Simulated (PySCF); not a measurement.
# Worked example: oscillator strength and radiative lifetime

C₃H₆F₂Si, SMILES C/C=C(\F)[SiH2]F.

Geometry optimised at B3LYP-D3(BJ)/def2-SVP. The structure was generated by enumeration; whether it is a known compound was not checked. One conformer was computed; it need not be the lowest.

TDA-LC-ωPBE/def2-SVPD run with PySCF 2.14.0 puts the first singlet state with f over 0.02 at 7.47 eV (vertical), with the transition dipole (1.141, -1.608, 0.000) in atomic units.

Task: Find the oscillator strength, the wavelength and the radiative lifetime that this transition would have in vacuum if emission retraced absorption.

Result: 
|μ|² = 3.8875 au, so |μ| = 5.01 D. ΔE = 7.47/27.211 = 0.2745 hartree. f = (2/3) ΔE |μ|² = 0.711 (the program prints 0.712).
λ = 1239.84/7.47 = 166 nm; ν = 60250 cm⁻¹.
Einstein's coefficient A = 0.6670 ν² f s⁻¹ (ν in cm⁻¹) = 1.7e9 s⁻¹, so τ = 1/A = 0.58 ns. This state is S2; the lower singlet has f = 0.001. The figure is the radiative limit of this one transition; relaxation, internal conversion, crossing to triplets and a medium change what is measured.
